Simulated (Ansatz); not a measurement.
`O[SiH2][TeH]` + H₂ → `[SiH3][TeH]` + H₂O at 400 K and 1 bar (hydrogenolysis of the Si–O bond).

Gas-phase electronic energies from Ansatz, PBE0-D4/def2-TZVP geometries. CCSD(T)/CBS adds triple-zeta CCSD(T) − MP2 to the extrapolated MP2 energy (def2 sets, frozen cores). This one scheme is used for every species. Elements past krypton have def2 core potentials. For Te outer-core shells are correlated without core-valence functions, which leaves a few kJ/mol of doubt a bond. One conformer a species, not always the lowest.

| species | CCSD(T)/CBS energy (Eh) | H − E (kJ/mol) | S (J/(mol·K)) |
| --- | --- | --- | --- |
| `O[SiH2][TeH]` | -634.44375 | 127.3 | 355.3 |
| H₂ | -1.17544 | 38.0 | 139.0 |
| `[SiH3][TeH]` | -559.21313 | 104.4 | 319.1 |
| H₂O | -76.37941 | 69.8 | 198.6 |

H − E and S are ideal-gas, rigid-rotor, harmonic terms from PBE0-D4/def2-TZVP, for one conformer and one mirror image of each species. The MP2-based limit puts H₂ 0.8 mEh under its directly extrapolated value; such offsets cancel only in part. 1 Eh = 2625.50 kJ/mol, R = 8.31446 J/(mol·K).

Task: By hand: ΔE, ΔH, ΔS and ΔG.

Result: ΔE = (-559.21313) + (-76.37941) − (-634.44375) − (-1.17544) = 0.02665 Eh = 70.0 kJ/mol. Δ(H − E) = 104.4 + 69.8 − 127.3 − 38.0 = 8.9, so ΔH = 78.9 kJ/mol. ΔS = 319.1 + 198.6 − 355.3 − 139.0 = 23.4 J/(mol·K). ΔG = 78.9 − 400 × (23.4)/1000 = 69.5 kJ/mol.

Task: By hand: the equilibrium constant, and the temperature at which ΔG would vanish if ΔH and ΔS stayed fixed.

Result: log₁₀ K = −ΔG/(RT ln 10) = -9.1. ΔG = 0 at ΔH/ΔS = 3372 K, far beyond where these terms or the molecules hold.

ΔH outweighs TΔS. A doubt of 5 kJ/mol in ΔE shifts log₁₀ K by 0.7 here. Other conformers and mirror images would add mixing entropy, several J/(mol·K) or more a flexible species. These are equilibria of isolated gas molecules and say nothing of rates. Largest T1 diagnostic: 0.011 (customary marks: 0.02 for closed shells, 0.045 for open ones).
